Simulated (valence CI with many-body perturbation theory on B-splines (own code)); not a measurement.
Missing levels of Ti XVI

Calculated by configuration interaction combined with many-body perturbation theory (CI+MBPT): five valence electrons over a frozen Dirac-Fock core [He], radial functions for each j: 9 s, 9 p, 8 d, 6 f, 3 g, 1 h, with the one-electron correlation potential Σ1, the two-electron term Σ2, the three-electron term Σ3, Breit, model QED; selected CI, second order for the rest (own B-spline code, finite nucleus).

No measured spectrum was set against this ion. As an estimate, levels of excited configurations hold to 0.05 to 0.15 % of their energy, terms of the ground configuration to about 0.5 %. Among the levels kept, up to 1900 cm⁻¹ of a level comes from second order outside the variational space, and about a tenth of that is noise between levels of different J, which matters for small intervals.

| Level | E (cm⁻¹) |
| --- | --- |
| 2s²2p³ ⁴S°_3/2 | 0 |
| 2s²2p³ ²D°_3/2 | 116370 |
| 2s²2p³ ²D°_5/2 | 131020 |
| 2s²2p³ ²P°_1/2 | ? |
| 2s²2p³ ²P°_3/2 | ? |
| 2s2p⁴ ⁴P_5/2 | ? |
| 2s2p⁴ ⁴P_3/2 | 620710 |
| 2s2p⁴ ⁴P_1/2 | ? |
| 2s2p⁴ ²D_3/2 | 813700 |
| 2s2p⁴ ²D_5/2 | ? |
| 2s2p⁴ ²S_1/2 | ? |
| 2s2p⁴ ²P_3/2 | 977450 |
| 2s2p⁴ ²P_1/2 | 1021400 |
| 2p⁵ ²P°_3/2 | 1538500 |
| 2p⁵ ²P°_1/2 | 1588700 |
| 2s²2p²3s ⁴P_1/2 | 4775700 |
| 2s²2p²3s ⁴P_3/2 | 4801600 |
| 2s²2p²3s ⁴P_5/2 | 4825700 |
| 2s²2p²3s ²P_1/2 | 4828700 |
| 2s²2p²3s ²P_3/2 | 4855700 |

(1) The levels stand in rising order. What does the calculation give for the missing energies?

Results:

(1) 2s²2p³ ²P°_1/2 198110; 2s²2p³ ²P°_3/2 219660; 2s2p⁴ ⁴P_5/2 589310; 2s2p⁴ ⁴P_1/2 633940; 2s2p⁴ ²D_5/2 817800; 2s2p⁴ ²S_1/2 940720.
